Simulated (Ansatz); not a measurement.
`O[BH][GaH][GeH3]` + H₂O → `[OH][GaH][GeH3]` + `BO` at 700 K and 1 bar (formal hydrolysis of a Ga–B bond).

Isolated molecules relaxed with PBE0-D4/def2-TZVP in Ansatz; ΔE leaves out vibrations. CCSD(T)/CBS adds triple-zeta CCSD(T) − MP2 to the extrapolated MP2 energy (def2 sets, frozen cores). This one scheme is used for every species. For Ga, Ge outer-core shells are correlated without core-valence functions, which leaves a few kJ/mol of doubt a bond. Scalar relativity is left out up to krypton. Each species was taken in one conformer, which may not be the lowest.

| species | CCSD(T)/CBS energy (Eh) | H − E (kJ/mol) | S (J/(mol·K)) |
| --- | --- | --- | --- |
| `O[BH][GaH][GeH3]` | -4103.64889 | 233.7 | 515.5 |
| H₂O | -76.37941 | 80.5 | 218.4 |
| `[OH][GaH][GeH3]` | -4078.25778 | 182.9 | 449.5 |
| `BO` | -101.80414 | 126.4 | 277.4 |

H − E and S are ideal-gas, rigid-rotor, harmonic terms from PBE0-D4/def2-TZVP, for one conformer and one mirror image of each species. 1 Eh = 2625.50 kJ/mol, R = 8.31446 J/(mol·K).

Task: By hand: ΔE, ΔH, ΔS and ΔG.

Result: ΔE = (-4078.25778) + (-101.80414) − (-4103.64889) − (-76.37941) = -0.03362 Eh = -88.3 kJ/mol. Δ(H − E) = 182.9 + 126.4 − 233.7 − 80.5 = -4.9, so ΔH = -93.2 kJ/mol. ΔS = 449.5 + 277.4 − 515.5 − 218.4 = -7.0 J/(mol·K). ΔG = -93.2 − 700 × (-7.0)/1000 = -88.3 kJ/mol.

Task: By hand: the equilibrium constant, and the temperature at which ΔG would vanish if ΔH and ΔS stayed fixed.

Result: log₁₀ K = −ΔG/(RT ln 10) = 6.6. ΔG = 0 at ΔH/ΔS = 13314 K, far beyond where these terms or the molecules hold.

The number of gas molecules stays the same, so ΔS is small and ΔH decides. A doubt of 5 kJ/mol in ΔE shifts log₁₀ K by 0.4 here. Other conformers and mirror images would add mixing entropy, several J/(mol·K) or more a flexible species. Modes under 60 cm⁻¹, often nearly free rotors, make the harmonic entropy too high. These are equilibria of isolated gas molecules and say nothing of rates. Largest T1 diagnostic: 0.014 (customary marks: 0.02 for closed shells, 0.045 for open ones).
